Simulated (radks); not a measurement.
Problem. Valence configurations of Dy2+ (all share [Xe]). Method: Dirac Kohn-Sham, LDA (Slater exchange, Perdew-Wang correlation), spin-unpolarised, spherical densities, point nucleus; open shells are shared between the two j in proportion to 2j + 1; computed with a radial shooting solver on a logarithmic mesh with Libxc functionals. Order these by energy: 4f9.5 6p0.5; 4f9 5d1; 4f9.5 5d0.5; 4f9 6p1; 4f9 6s1; 4f10.

Solution. From the lowest, in eV above it: 4f10 0.000; 4f9.5 5d0.5 2.326; 4f9.5 6p0.5 4.386; 4f9 5d1 5.777; 4f9 6s1 5.827; 4f9 6p1 10.669. NIST lists [Xe] 4f10 as the ground configuration; this level of theory agrees among the configurations tried. The energies are those of spherical spin-averaged densities, not of single terms.
